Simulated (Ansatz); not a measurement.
`C[N]=[Mo](=[O])([Cl])[Cl]` + `O=C=C(O)F` → `C[N]=[Mo](=[O])([F])[Cl]` + `O=C=C(O)Cl` at 500 K and 1 bar (formal exchange of groups at a Mo–Cl bond).

Program: Ansatz. Geometries: PBE0-D4/def2-TZVP. ΔE: electronic, gas phase. CBS: MP2 limit from def2 TZ/QZ plus the TZ coupled-cluster correction, frozen cores. def2 core potentials past Kr. For Mo outer-core shells are correlated without core-valence functions, which leaves a few kJ/mol of doubt a bond. One conformer a species, not always the lowest.

```csv
species,CCSD(T)/CBS energy (Eh),H − E (kJ/mol),S (J/(mol·K))
`C[N]=[Mo](=[O])([Cl])[Cl]`,-1157.58797,177.3,457.6
`O=C=C(O)F`,-326.75186,112.2,339.3
`C[N]=[Mo](=[O])([F])[Cl]`,-797.59379,178.3,444.3
`O=C=C(O)Cl`,-686.75115,110.1,352.3
```

H − E and S are ideal-gas, rigid-rotor, harmonic terms from PBE0-D4/def2-TZVP, for one conformer and one mirror image of each species. 1 Eh = 2625.50 kJ/mol, R = 8.31446 J/(mol·K).

Q: By hand: ΔE, ΔH, ΔS and ΔG.

A: ΔE = (-797.59379) + (-686.75115) − (-1157.58797) − (-326.75186) = -0.00511 Eh = -13.4 kJ/mol. Δ(H − E) = 178.3 + 110.1 − 177.3 − 112.2 = -1.1, so ΔH = -14.5 kJ/mol. ΔS = 444.3 + 352.3 − 457.6 − 339.3 = -0.3 J/(mol·K). ΔG = -14.5 − 500 × (-0.3)/1000 = -14.3 kJ/mol.

Q: By hand: the equilibrium constant, and the temperature at which ΔG would vanish if ΔH and ΔS stayed fixed.

A: log₁₀ K = −ΔG/(RT ln 10) = 1.5. ΔG = 0 at ΔH/ΔS = 48333 K, far beyond where these terms or the molecules hold.

The number of gas molecules stays the same, so ΔS is small and ΔH decides. A doubt of 5 kJ/mol in ΔE shifts log₁₀ K by 0.5 here. Other conformers and mirror images would add mixing entropy, several J/(mol·K) or more a flexible species. These are equilibria of isolated gas molecules and say nothing of rates. Largest T1 diagnostic: 0.022 (customary marks: 0.02 for closed shells, 0.045 for open ones).
